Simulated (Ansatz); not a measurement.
(CdS)n: binding per atom (eV) at several levels, gas phase, relaxed structures; Ansatz. Core potentials for Cd in the def2 sets, no spin–orbit coupling. Binding counts from free atoms in the multiplicity of their measured ground term, without zero-point energy. The structures are stationary points that may keep the symmetry of their start. Correlated methods freeze inner cores and use unrestricted references for open shells.

| species | state | geometry | PBE-D4/def2-SVP | PBE-D4/def2-TZVP | r2SCAN-D4/def2-TZVP | PBE0-D4/def2-TZVP | r2SCAN0-D4/def2-TZVP | RPA@PBE/def2-TZVP |
| --- | --- | --- | --- | --- | --- | --- | --- | --- |
| (CdS)2 ring (Cd2S2) | singlet | r2SCAN-D4/def2-SVP | 1.50 | 1.49 | 1.50 | 1.45 | 1.42 | 1.20 |
| (CdS)6 ring (Cd6S6) | singlet | PBE-D4/def2-SVP | 2.11 | 2.09 | 2.12 | 2.07 | 2.06 | 1.76 |
| (CdS)6 prism (Cd6S6) | singlet | r2SCAN-D4/def2-SVP | 2.23 | 2.18 | 2.23 | 2.19 | 2.18 | 1.85 |
